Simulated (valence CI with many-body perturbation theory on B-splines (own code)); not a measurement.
**E1 line list for La⁷⁺**

Level of theory: relativistic CI+MBPT: four valence electrons over a frozen Dirac-Fock core [Kr] 4d10, a basis of 7 s, 7 p, 7 d, 7 f, 4 g, 2 h functions for each j, with the one-electron correlation potential Σ1, the two-electron term Σ2, the three-electron term Σ3, Breit, model QED; selected CI, second order for the rest, scaled by the run's own slope (own B-spline code, finite nucleus).

No measured spectrum was set against this ion. As an estimate, levels hold to about 250 cm⁻¹ or 0.2 % of their energy and the worst to 1 %, as in measured heavy ions of charge 2 to 7; those with d or f electrons hold less well. Among the levels kept, up to 410 cm⁻¹ of a level comes from second order outside the variational space, and about a tenth of that is noise between levels of different J, which matters for small intervals.

Lines 51 to 100 of 584 in falling wavelength, among levels below 49.741 eV, chosen from the strongest by gf and those to the six lowest levels. Wavelengths and rates use the calculated energies, so an error of 300 cm⁻¹ moves a line at 84.54 nm by 0.25 % and its rate by three times that or more. Electric multipoles are in the length gauge, E1 and E2 with the static RPA response of the core. Weak lines are less certain than strong ones. Lines between different terms over intervals too small for the method are left out, as are lines whose strength nearly cancels. Where a level lies close to another of its J and parity, the split of strength between their lines is uncertain. The highest levels of a list are the least certain.

Names give the largest LS component (configuration and term), which can be under half, so a name can repeat, a term be missing and a line seem to break the LS rules; names also repeat where a configuration has a term twice. Letters in brackets count levels of one name in rising energy.

| λ vac (nm) | Upper | Lower | A (s⁻¹) | S (a.u.) with core polarisation | S without |
| --- | --- | --- | --- | --- | --- |
| 84.54 | 5s 5p2 5d 5F_4 | 4f 5s 5p2 5G°_5 | 5.79e+08 | 1.55e+00 | 1.72e+00 |
| 84.52 | 5s 5p3 5S°_2 | 5s2 5p2 3P_1 | 6.77e+07 | 1.01e-01 | 1.37e-01 |
| 84.16 | 5s 5p2 5d 5F_2 | 4f 5s 5p2 5G°_3 | 4.00e+08 | 5.89e-01 | 6.43e-01 |
| 83.97 | 4f 5s 5p2 5G°_3 | 4f 5s2 5p 3G_3 | 2.60e+07 | 5.31e-02 | 7.40e-02 |
| 83.57 | 5s 5p2 5d 5F_5 | 4f 5s 5p2 5G°_6 | 5.06e+08 | 1.60e+00 | 1.74e+00 |
| 83.35 | 5s2 5p 5d 3F°_3 | 4f 5s2 5p 3G_4 | 3.43e+08 | 6.85e-01 | 7.48e-01 |
| 83.20 | 4f 5s 5p2 5G°_2 | 4f 5s2 5p 3G_3 | 2.55e+08 | 3.63e-01 | 4.18e-01 |
| 82.63 | 5s 5p2 5d 5F_3 | 4f 5s 5p2 5D°_4 | 5.27e+08 | 1.03e+00 | 1.14e+00 |
| 81.76 | 5s 5p2 5d 5D_2 | 4f 5s 5p2 5D°_3 | 3.25e+08 | 4.38e-01 | 4.82e-01 |
| 81.26 | 4f 5s 5p2 5F°_4 | 4f 5s2 5p 3F_4 | 1.21e+08 | 2.89e-01 | 3.66e-01 |
| 80.62 | 5s 5p2 5d 5D_3 | 4f 5s 5p2 5G°_4 | 2.67e+08 | 4.83e-01 | 5.32e-01 |
| 80.19 | 5s 5p3 3P°_1 | 5s2 5p2 1S_0 | 6.75e+07 | 5.16e-02 | 6.93e-02 |
| 79.90 | 5s 5p3 3D°_3 | 5s2 5p2 1D_2 | 2.86e+08 | 5.04e-01 | 6.89e-01 |
| 79.66 | 5s 5p2 5d 5P_3 | 4f 5s 5p2 5F°_4 | 2.39e+08 | 4.18e-01 | 4.56e-01 |
| 79.53 | 4f2 5s 5p 3I°_5 [a] | 4f2 5s2 3H_4 | 8.14e+07 | 2.22e-01 | 2.86e-01 |
| 79.21 | 5s 5p2 5d 3F_3 | 5s2 5p 5d 3F°_4 [b] | 1.41e+08 | 2.41e-01 | 2.58e-01 |
| 79.15 | 4f2 5s 5p 3H°_6 [c] | 4f2 5s2 1I_6 | 2.21e+08 | 7.03e-01 | 9.10e-01 |
| 79.06 | 5s 5p2 5d 3F_4 | 4f 5s 5p2 3G°_5 [a] | 1.61e+08 | 3.54e-01 | 3.55e-01 |
| 78.61 | 4f2 5s 5p 3H°_6 [d] | 4f2 5s2 1I_6 | 9.89e+07 | 3.08e-01 | 3.99e-01 |
| 77.99 | 5p4 3P_0 | 5s 5p3 3S°_1 | 1.29e+09 | 3.02e-01 | 4.15e-01 |
| 76.25 | 4f 5s 5p2 3D°_3 [a] | 4f 5s2 5p 3G_3 | 4.48e+07 | 6.85e-02 | 8.80e-02 |
| 75.31 | 5s2 5p 5d 1F°_3 [b] | 4f 5s2 5p 1D_2 | 1.73e+08 | 2.55e-01 | 3.18e-01 |
| 74.95 | 5s2 5p 5d 3D°_2 | 4f 5s2 5p 3G_3 | 2.96e+07 | 3.07e-02 | 3.46e-02 |
| 74.95 | 5p4 3P_2 | 5s 5p3 3P°_2 [a] | 4.80e+08 | 4.98e-01 | 6.82e-01 |
| 74.53 | 5p4 3P_1 | 5s 5p3 3S°_1 | 5.34e+08 | 3.27e-01 | 4.54e-01 |
| 74.39 | 4f 5s 5p2 3F°_4 [a] | 4f 5s2 5p 1F_3 | 1.39e+08 | 2.54e-01 | 3.35e-01 |
| 74.22 | 5p4 3P_2 | 5s 5p3 3P°_1 | 2.03e+08 | 2.05e-01 | 2.80e-01 |
| 73.96 | 5s 5p2 5d 3P_2 | 4f 5s 5p2 3G°_3 [a] | 2.46e+08 | 2.46e-01 | 2.63e-01 |
| 73.44 | 5s2 5p 5d 3D°_3 [b] | 4f 5s2 5p 1F_3 | 2.29e+08 | 3.14e-01 | 3.91e-01 |
| 73.12 | 4f2 5s 5p 5G°_6 [c] | 4f2 5s2 3H_6 | 1.57e+08 | 3.95e-01 | 5.02e-01 |
| 71.82 | 4f 5s 5p2 3G°_3 [a] | 4f 5s2 5p 3G_3 | 3.86e+07 | 4.94e-02 | 6.35e-02 |
| 71.57 | 5s 5p3 3D°_1 | 5s2 5p2 3P_2 | 1.61e+08 | 8.72e-02 | 1.16e-01 |
| 71.33 | 4f 5s 5p2 3D°_1 [c] | 4f 5s2 5p 1D_2 | 6.86e+08 | 3.68e-01 | 4.44e-01 |
| 71.05 | 5p4 1D_2 | 5s 5p3 3P°_2 [b] | 1.27e+09 | 1.12e+00 | 1.54e+00 |
| 70.96 | 4f2 5s 5p 3H°_6 [b] | 4f2 5s2 3H_6 | 1.48e+08 | 3.39e-01 | 4.31e-01 |
| 70.94 | 4f 5s 5p2 3F°_4 [b] | 4f 5s2 5p 3D_3 | 1.48e+08 | 2.35e-01 | 3.14e-01 |
| 69.95 | 5s2 5p 5d 1F°_3 [a] | 4f 5s2 5p 3D_2 | 1.90e+08 | 2.25e-01 | 2.97e-01 |
| 69.91 | 4f 5s 5p2 3G°_5 [b] | 4f 5s2 5p 3F_4 | 1.53e+08 | 2.84e-01 | 3.71e-01 |
| 69.29 | 4f2 5s 5p 3I°_5 [d] | 4f2 5s2 3H_5 | 1.79e+08 | 3.24e-01 | 4.06e-01 |
| 68.77 | 4f 5s 5p2 3F°_4 [b] | 4f 5s2 5p 3F_4 | 4.01e+08 | 5.79e-01 | 7.58e-01 |
| 68.62 | 4f 5s 5p2 3H°_5 | 4f 5s2 5p 3G_5 | 3.64e+08 | 6.39e-01 | 8.37e-01 |
| 68.51 | 5s 5p3 3P°_2 [a] | 5s2 5p2 1D_2 | 1.21e+08 | 9.62e-02 | 1.29e-01 |
| 68.42 | 4f 5s 5p2 3D°_2 [b] | 4f 5s2 5p 3D_1 | 3.07e+08 | 2.42e-01 | 3.17e-01 |
| 67.95 | 4f 5s 5p2 1H°_5 | 4f 5s2 5p 1G_4 | 8.08e+08 | 1.38e+00 | 1.84e+00 |
| 67.76 | 5s 5p3 3S°_1 | 5s2 5p2 1S_0 | 2.34e+08 | 1.08e-01 | 1.48e-01 |
| 67.54 | 4f 5s 5p2 3F°_4 [b] | 4f 5s2 5p 1F_3 | 1.98e+08 | 2.71e-01 | 3.63e-01 |
| 67.24 | 5p4 1S_0 | 5s 5p3 1P°_1 | 2.10e+09 | 3.15e-01 | 4.41e-01 |
| 67.12 | 4f 5s 5p2 3H°_5 | 4f 5s2 5p 3F_4 | 4.04e+08 | 6.63e-01 | 8.93e-01 |
| 67.04 | 4f 5s 5p2 3D°_2 [b] | 4f 5s2 5p 3D_2 | 3.30e+08 | 2.46e-01 | 3.21e-01 |
| 67.00 | 5s 5p3 3D°_2 | 5s2 5p2 3P_1 | 9.87e+08 | 7.33e-01 | 9.93e-01 |
